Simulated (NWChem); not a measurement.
SiHBrClF; SMILES [SiH](F)(Br)Cl

```xyz
5

Si    -0.4584     0.5881     0.4394
F     -1.8195     0.8813    -0.3686
Cl     0.9274     1.9676    -0.1417
Br     0.2215    -1.4374    -0.0661
H     -0.7259     0.6972     1.8856
```
Atoms are numbered in this order, from 1.

Structure relaxed at the PBE0/def2-SVP level.

Problem. List the 4 lowest vertical singlet excitations and the 4 lowest triplet ones from Hartree-Fock/def2-SVP, TDHF (NWChem).

Solution. 
```tsv
state	energy (eV)	oscillator strength	leading excitation (squared amplitude)
S1	8.83	0.025	HOMO → LUMO (0.58)
S2	8.89	0.020	HOMO−1 → LUMO (0.61)
S3	9.93	0.048	HOMO−2 → LUMO (0.47)
S4	10.06	0.053	HOMO → LUMO+1 (0.24)
T1	7.82	spin-forbidden	HOMO → LUMO (0.55)
T2	7.88	spin-forbidden	HOMO−1 → LUMO (0.57)
T3	8.43	spin-forbidden	HOMO−2 → LUMO (0.40)
T4	9.06	spin-forbidden	HOMO−3 → LUMO (0.21)
```
